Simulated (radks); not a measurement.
Values are calculated unless marked as measured or tabulated.
The iridium ion Ir2+ inside a hard spherical wall (all orbitals vanish at R), configuration held at [Xe] 4f14 5d7 and not refilled when levels cross. Level of theory: scalar-relativistic Kohn-Sham, PBEsol, spin-polarised, spherical densities, finite nucleus; open shells are filled with parallel spins first (spin-orbit coupling, left out, can overturn this in heavy ions); Fermi nuclear charge, rms radius 5.4032 fm (a radial shooting solver on a logarithmic mesh with Libxc functionals). Eigenvalues in eV for spin up, with the zero of energy where the potential of the charges vanishes at infinity; a dash marks a level that is unbound or too diffuse for the functional's potential to be trusted. A positive occupied level is held by the wall or, in an anion where self-interaction has pushed it up, behind a barrier. The pressure on the wall is -dE/dV.

R (bohr)  E (hartree)  kinetic (hartree)    e(5s)    e(4f)    e(5p)    e(5d)  e(6s, empty)  e(6p, empty)  pressure (GPa)
free      -17818.1087          19798.896  -116.23  -79.956  -73.183  -25.304       -22.058       -14.323               0
20        -17818.1087          19798.896  -116.23  -79.956  -73.183  -25.304       -22.058       -14.323        < 0.0001
15        -17818.1087          19798.896  -116.23  -79.956  -73.183  -25.304       -22.058       -14.323        < 0.0001
12        -17818.1087          19798.896  -116.23  -79.956  -73.183  -25.304       -22.058       -14.323        < 0.0001
8         -17818.1087          19798.896  -116.23  -79.955  -73.182  -25.303       -22.056       -14.299        0.000878
7         -17818.1086          19798.897  -116.22  -79.949  -73.176  -25.298       -22.045       -14.213          0.0115
6         -17818.1077          19798.908  -116.18  -79.904  -73.135  -25.260       -21.964       -13.872           0.148
2.5       -17815.9609          19809.694  -100.78  -62.040  -58.362   -7.222        19.346        45.002            1950
2         -17810.2493          19834.866  -81.810  -39.272  -37.681   20.777        87.328        126.86           12800
1.5       -17782.3457          19942.754  -20.098   22.700   35.079   114.27        308.12        372.84          123000
